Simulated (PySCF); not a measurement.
Isomers of C8H10Se, from PBE0-D3(BJ)/def2-SVP geometry optimisation, gas phase in PySCF. One conformer each, no zero-point energy, no frequencies.

Question: Which isomer lies lower at this level?
A. `[CH3:1][Se:2][C:3]1=[CH:4][C@H:5]2[CH:6]=[CH:7][C@@H:8]1[CH2:9]2` with C1–Se2–C3–C4 1°: A = 2854, B = 735.2, C = 680.4 MHz, dipole 1.08 D
B. `[CH3:1][Se:2][c:3]1[cH:4][cH:5][c:6]([CH3:7])[cH:8][cH:9]1` with C1–Se2–C3–C4 -176°: A = 3610, B = 560.3, C = 488.2 MHz, dipole 1.31 D

Answer: B. That is `C[Se]c1ccc(C)cc1`, 44.2 kcal/mol below the other.

| SMILES | mapped SMILES | E (Eh) | relative (kcal/mol) | relative (kJ/mol) | dipole (D) |
| --- | --- | --- | --- | --- | --- |
| C[Se]c1ccc(C)cc1 | [CH3:1][Se:2][c:3]1[cH:4][cH:5][c:6]([CH3:7])[cH:8][cH:9]1 | -2711.27152 | 0.0 | 0.0 | 1.31 |
| C[Se]C1=C[C@H]2C=C[C@@H]1C2 | [CH3:1][Se:2][C:3]1=[CH:4][C@H:5]2[CH:6]=[CH:7][C@@H:8]1[CH2:9]2 | -2711.20104 | 44.2 | 185.0 | 1.08 |

As drawn, the lower has an aromatic ring, which the higher lacks; the higher has a C=C bond outside aromatic rings, which the lower lacks.
